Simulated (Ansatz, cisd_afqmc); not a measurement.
System: Tc, charge 0, sextet.

Total energies in def2-TZVPP, 7 correlated electrons, 4 frozen orbitals. Open shells are spin-unrestricted; no spin-orbit coupling. Correlated methods leave the cores frozen (noble-gas shells, and filled d and f shells in the p block). Past Kr the def2 sets carry scalar-relativistic core potentials. AFQMC/CISD: phaseless, guided by CISD from CCSD amplitudes; bars are statistical, one sigma. Outlying blocks are dropped, and bars are widened where a walk drifts. Over all cases where full CI ran beside it in this data, AFQMC minus full CI had a median of +0.1 mEh and passed +0.4 mEh in a tenth of the cases. The UHF reference of Tc ([Tc], sextet) is spin-contaminated (<S^2> up to 0.04 over the pure value in the sets run).

```
method         program        energy (Eh)  minus CCSDTQ (mEh)
----------  ----------  -----------------  ------------------
HF              Ansatz          -80.11272              136.83
MP2             Ansatz          -80.23228               17.27
CCSD            Ansatz          -80.24391                5.64
CCSD(T)         Ansatz          -80.24885                0.70
CCSDT(Q)        Ansatz          -80.24956               -0.01
CCSDTQ          Ansatz          -80.24955                0.00
AFQMC/CISD  cisd_afqmc  -80.2485 ± 0.0003           1.0 ± 0.3
```

Ansatz is a quantum-chemistry and plane-wave program.
